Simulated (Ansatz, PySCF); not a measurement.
H₄OSSeSi, SMILES [SiH3]O[Se]S. Atoms are numbered in the order given.

```xyz
8

Se     0.0861     0.0295     0.9218
S     -0.7491     1.8484     0.0659
H     -2.0321     1.6904     0.4762
O     -0.2666    -1.2173    -0.3437
Si     0.7293    -1.3172    -1.7019
H      0.1789    -2.4346    -2.5179
H      2.1378    -1.6103    -1.3008
H      0.6941    -0.0431    -2.4784
```

Geometry: PBE0-D3(BJ)/def2-SVP. This is a generated structure with no PubChem entry under its InChIKey; it may be hypothetical. The values are those of a single conformer.

Vertical ionisation energy (IE) and electron affinity (EA) in eV. Rows of orbital energies are one-electron estimates. Where ΔSCF, EOM or ADC give a negative EA the extra electron is unbound and the value depends on the basis.

```json
[
 {"level": "−ε(HOMO), −ε(LUMO), HF/def2-TZVP (PySCF)", "IE": "9.71", "EA": "-2.32"},
 {"level": "−ε(HOMO), −ε(LUMO), PBE/def2-TZVP (PySCF)", "IE": "5.68", "EA": "2.27"},
 {"level": "ΔSCF, CAM-B3LYP/def2-SVPD (Ansatz), final states of multiplicity 2 and 2", "IE": "9.18", "EA": "-0.20"},
 {"level": "ΔSCF, PBE/def2-SVPD (Ansatz), final states of multiplicity 2 and 2", "IE": "8.85", "EA": "-0.01"}
]
```

Problem. What vertical singlet–triplet gap does ΔSCF give with CAM-B3LYP/def2-SVPD (Ansatz, a quantum-chemistry and plane-wave program) and with PBE/def2-SVPD (Ansatz)? (An estimate is asked for; the answer gives what the named calculation found.)

Solution. 3.34 and 3.11 eV (triplet above singlet where positive).
